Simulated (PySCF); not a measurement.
**Dipole polarisabilities along group 13**

Calculated with PySCF 2.14 for the ground configurations, without spin-orbit coupling: coupled response for Hartree-Fock and DFT. Mean α in bohr³, C₆ of like pairs in atomic units.

| species | α UHF | α PBE | α recommended (Schwerdtfeger and Nagle) | C₆ UHF | C₆ PBE |
| --- | --- | --- | --- | --- | --- |
| B [He] 2s2 2p1 (aug-cc-pCVTZ-DK with one added diffuse shell each of s, p, d, f type, spin-free X2C) | 22.21 | 23.84 | 20.5 ± 0.1 | 106.3 | 116.6 |
| Al [Ne] 3s2 3p1 (aug-cc-pCVTZ-DK with one added diffuse shell each of s, p, d, f type, spin-free X2C) | 61.74 | 66.22 | 57.8 ± 1 | 560.3 | 587.1 |
| In [Kr] 4d10 5s2 5p1 (aug-cc-pwCVTZ-DK3 with one added diffuse shell each of s, p, d, f type, spin-free X2C) | 74.59 | 80.22 | 65 ± 4 | 807.4 | 822.6 |
| Tl [Xe] 4f14 5d10 6s2 6p1 (aug-cc-pwCVTZ-DK3 with one added diffuse shell each of s, d, f type, spin-free X2C) | 77.76 | n/a | 50 ± 2 | 848.3 | n/a |

Hartree-Fock lacks correlation. PBE lies above the recommended values here, as self-interaction makes its density too diffuse. All values carry a basis error, and heavy open shells lack spin-orbit coupling.
